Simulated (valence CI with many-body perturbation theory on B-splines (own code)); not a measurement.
Level structure of W43+

Level of theory: valence CI with perturbative core correlation (CI+MBPT): three valence electrons over a frozen Dirac-Fock core [Ar] 3d10, radial functions for each j: 11 s, 11 p, 10 d, 8 f, 5 g, 2 h, with the one-electron correlation potential Σ1, the two-electron term Σ2, the three-electron term Σ3, Breit, model QED; selected CI, second order for the rest, scaled by the run's own slope (own B-spline code, finite nucleus).

No measured spectrum was set against this ion. As an estimate, large intervals hold to a few tenths of a per cent, small ones and those within an open d or f shell to about a per cent.

Levels 1 to 45 of 188, with energies above the lowest level, (4s^2 4p1/2) J=1/2. "Leading %" is the weight of the configuration and term that name the level; weights of strongly mixed levels are sums over their largest components and can fall short. In the jj column 3d3/2^4 stands for four electrons in 3d with j = 3/2. Lifetimes count E1, E2, E3, M1 and M2 decay at the calculated energies, and are blank where another channel may lead or the interval is too uncertain; long ones can be off by a factor of two.

```tsv
No.	Configuration	Term	J	E (Ry)	Leading %	Second component	Lifetime	Leading jj
1	4s2 4p	2P°	1/2	0.000	100			4s^2 4p1/2 (100 %)
2	4s 4p2	4P	1/2	7.112	57	28 % 4s 4p2 2S	33.8 ps	4s 4p1/2^2 (98 %)
3	4s2 4p	2P°	3/2	7.217	99		217 ns	4s^2 4p3/2 (99 %)
4	4s 4p2	4P	3/2	13.363	91	7 % 4s 4p2 2D	197 ps	4s 4p1/2 4p3/2 (99 %)
5	4s 4p2	2D	5/2	13.979	58	41 % 4s 4p2 4P	72.7 ps	4s 4p1/2 4p3/2 (98 %)
6	4s 4p2	2D	3/2	14.852	64	30 % 4s 4p2 2P	2.66 ps	4s 4p1/2 4p3/2 (95 %)
7	4s 4p2	2P	1/2	15.037	70	27 % 4s 4p2 4P	1.39 ps	4s 4p1/2 4p3/2 (97 %)
8	4s2 4d	2D	3/2	19.027	93	5 % 4s 4p2 2P	829 fs	4s^2 4d3/2 (93 %)
9	4s2 4d	2D	5/2	20.114	65	25 % 4s 4p2 4P	11.2 ps	4s^2 4d5/2 (65 %)
10	4s 4p2	4P	5/2	21.392	34	33 % 4s 4p2 2D	1.97 ps	4s 4p3/2^2 (65 %)
11	4p3	2P°	3/2	21.988	45	27 % 4p3 2D°	2.93 ps	4p1/2^2 4p3/2 (94 %)
12	4s 4p2	2S	1/2	22.252	69	15 % 4s 4p2 4P	2.02 ps	4s 4p3/2^2 (98 %)
13	4s 4p2	2P	3/2	22.521	62	28 % 4s 4p2 2D	956 fs	4s 4p3/2^2 (96 %)
14	4s 4p 4d	4F°	3/2	24.631	80	16 % 4s 4p 4d 2D°	18.1 ps	4s 4p1/2 4d3/2 (98 %)
15	4s 4p 4d	4F°	5/2	25.143	49	24 % 4s 4p 4d 2F°	29.4 ps	4s 4p1/2 4d3/2 (94 %)
16	4s 4p 4d	4D°	1/2	26.109	61	31 % 4s 4p 4d 2P°	783 fs	4s 4p1/2 4d3/2 (98 %)
17	4s 4p 4d	4D°	3/2	26.185	38	22 % 4s 4p 4d 4P°	780 fs	4s 4p1/2 4d3/2 (89 %)
18	4s 4p 4d	4P°	5/2	26.739	37	28 % 4s 4p 4d 4D°	3.08 ps	4s 4p1/2 4d5/2 (97 %)
19	4s 4p 4d	4F°	7/2	27.121	49	28 % 4s 4p 4d 2F°	4.17 ps	4s 4p1/2 4d5/2 (96 %)
20	4s 4p 4d	2D°	3/2	27.488	34	25 % 4s 4p 4d 2P°	2.55 ps	4s 4p1/2 4d5/2 (71 %)
21	4s 4p 4d	2F°	5/2	27.490	38	18 % 4s 4p 4d 2D°	3.72 ps	4s 4p1/2 4d5/2 (87 %)
22	4p3	2D°	5/2	29.242	80	18 % 4s 4p 4d 2F°	1.45 ps	4p1/2 4p3/2^2 (80 %)
23	4p3	2D°	3/2	29.300	40	36 % 4p3 4S°	895 fs	4p1/2 4p3/2^2 (75 %)
24	4p3	2P°	1/2	29.623	94	5 % 4s 4p 4d 2P°	1.45 ps	4p1/2 4p3/2^2 (94 %)
25	4s2 4f	2F°	5/2	32.330	46	16 % 4s 4p 4d 4F°	1.81 ps	4s 4p3/2 4d3/2 (53 %)
26	4s 4p 4d	4D°	3/2	32.470	43	39 % 4s 4p 4d 4P°	1.02 ps	4s 4p3/2 4d3/2 (98 %)
27	4s 4p 4d	4P°	1/2	32.473	86	12 % 4s 4p 4d 4D°	1.12 ps	4s 4p3/2 4d3/2 (99 %)
28	4s 4p 4d	4F°	7/2	32.517	37	23 % 4s2 4f 2F°	1.45 ps	4s 4p3/2 4d3/2 (67 %)
29	4s 4p 4d	4D°	5/2	32.557	37	31 % 4s2 4f 2F°	1.23 ps	4s 4p3/2 4d3/2 (62 %)
30	4p2 4d	2D	3/2	32.998	38	36 % 4p2 4d 4F	6.99 ps	4p1/2^2 4d3/2 (98 %)
31	4s2 4f	2F°	7/2	33.198	62	28 % 4s 4p 4d 4D°	2.96 ps	4s^2 4f7/2 (62 %)
32	4s 4p 4d	4F°	9/2	33.211	100		248 ns	4s 4p3/2 4d5/2 (100 %)
33	4s 4p 4d	2D°	3/2	33.474	64	24 % 4s 4p 4d 4P°	790 fs	4s 4p3/2 4d3/2 (72 %)
34	4s 4p 4d	2D°	5/2	34.063	46	38 % 4s 4p 4d 4P°	2.35 ps	4s 4p3/2 4d5/2 (98 %)
35	4s 4p 4d	2P°	1/2	34.134	74	21 % 4s 4p 4d 4D°	589 fs	4s 4p3/2 4d3/2 (92 %)
36	4s 4p 4d	2P°	3/2	34.315	38	28 % 4s 4p 4d 2D°	1.91 ps	4s 4p3/2 4d5/2 (61 %)
37	4s 4p 4d	2F°	5/2	34.522	45	21 % 4s 4p 4d 2D°	525 fs	4s 4p3/2 4d3/2 (73 %)
38	4s 4p 4d	2F°	7/2	34.581	82	13 % 4s 4p 4d 4D°	2.02 ps	4s 4p3/2 4d5/2 (86 %)
39	4p2 4d	2D	5/2	34.936	30	22 % 4p2 4d 4D	3.21 ps	4p1/2^2 4d5/2 (95 %)
40	4s 4p 4d	2F°	7/2	35.395	61	20 % 4s 4p 4d 4D°	892 fs	4s 4p3/2 4d5/2 (80 %)
41	4s 4p 4d	2P°	1/2	35.435	88	5 % 4s 4p 4d 4D°	1.67 ps	4s 4p3/2 4d5/2 (92 %)
42	4s 4p 4d	2P°	3/2	35.710	78	7 % 4s 4p 4d 2D°	1.00e+03 fs	4s 4p3/2 4d5/2 (97 %)
43	4s 4p 4d	2D°	5/2	36.003	57	32 % 4s 4p 4d 2F°	776 fs	4s 4p3/2 4d5/2 (90 %)
44	4p3	2P°	3/2	37.325	42	25 % 4p3 2D°	593 fs	4p3/2^3 (80 %)
45	4s 4p 4f	4G	5/2	38.872	39	13 % 4s 4p 4f 4F	6.34 ps	4s 4p1/2 4f5/2 (75 %)
```

The ionisation energy to 4s2 1S_0 of the next ion comes out as 2207.6 eV (NIST: 2210 ± 1.5 eV (semi-empirical)). All 188 levels together are meant to be complete up to 60.624 Ry.
